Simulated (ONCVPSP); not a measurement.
## Before and after: ONCV potential for I

* Element: iodine
* Generator: ONCVPSP 4.0.1
* Type: optimised norm-conserving Vanderbilt (ONCV)
* Functional: PBE
* Relativity: fully relativistic
* Frozen core: [Kr]
* Valence charge: 17
* Reference configuration: 4d10 5s2 5p5
* Partial waves: 5s: rc 1.70 bohr, ncon 4, nbas 8, qcut 3.4 1/bohr, 2 projectors, debl 1.6 Ha; 5p: rc 1.90 bohr, ncon 4, nbas 7, qcut 4.1 1/bohr, 2 projectors, debl 2.2 Ha; 4d: rc 1.50 bohr, ncon 4, nbas 9, qcut 10.4 1/bohr, 2 projectors, debl 1.5 Ha
* Local potential: polynomial inside 1.35 bohr (lpopt 5, dvloc0 4 Ha)
* Core correction: Teter function fitted to the true core (icmod 2), fcfact 0.35

Open shells are filled in proportion to 2j + 1.

In the d channel the program set the typed energies aside and used -1.820, 0.250 Ha (j = l + 1/2; the other j can differ).

All-electron outer shells of the reference configuration (PBE, scalar-relativistic, ld1.x):

```csv
shell,level (eV),outermost node (bohr),outermost maximum (bohr)
4s,-180.60,0.37,0.68
4p,-127.57,0.37,0.72
4d,-50.28,0.35,0.78
5s,-17.41,0.88,1.70
5p,-7.09,0.96,2.02
```

Change: all radii but the core radius scaled by about 1.15 (s 1.96, p 2.18, d 1.72 bohr); local potential polynomial inside 1.56 bohr (lpopt 5, dvloc0 4 Ha).

Cutoffs: the cutoffs (Ha) at which the residual kinetic energy of the hardest occupied pseudo-wave falls to 1 and 0.1 mHa per electron; they do not see the model core or the augmentation charge, which bear on the density cutoff. Errors are all-electron minus pseudo energies relative to the spin-unpolarised reference configuration.

Q: How do hardness, ghosts and transferability respond?

A: The potential gets softer (42 Ha and 54 Ha → 38 Ha and 44 Ha); the lowest positive-energy flag moves from s at 39.8 eV to s at 92.9 eV; of the 4 tests that both files solve, the error grows in 0 and shrinks in 2 by more than 15 % and 0.3 meV (median size 1.1 → 0.2 meV); neither file shows a bound ghost. A larger radius leaves more room for a smooth pseudo-wave, so fewer plane waves are needed.

| quantity | base | changed |
| --- | --- | --- |
| cutoff, loose | 42 Ha | 38 Ha |
| cutoff, tight | 54 Ha | 44 Ha |
| loose cutoff by channel | s 26 Ha, p 9.1 Ha, d 42 Ha | s 23 Ha, p 7.7 Ha, d 38 Ha |
| bound ghosts | none | none |
| GHOST(+) flags under 300 eV | s at 39.8 eV, p3/2 at 114.3 eV, p1/2 at 142.8 eV | s at 92.9 eV |
| error for 4d10 5s2 5p4, meV [ΔE 11.16 eV] | +0.2 | -0.1 |
| error for 4d10 5s2 5p3, meV [ΔE 31.03 eV] | +2.0 | +0.3 |
| error for 4d10 5s2 5p2, meV [ΔE 60.40 eV] | +8.2 | +2.7 |
| error for 4d10 5s2 5p4.5, meV [ΔE 4.55 eV] | 0.0 | 0.0 |
| rms error of d²Exc/dni dnj with the model core, mHa | 4.37 | 4.18 |
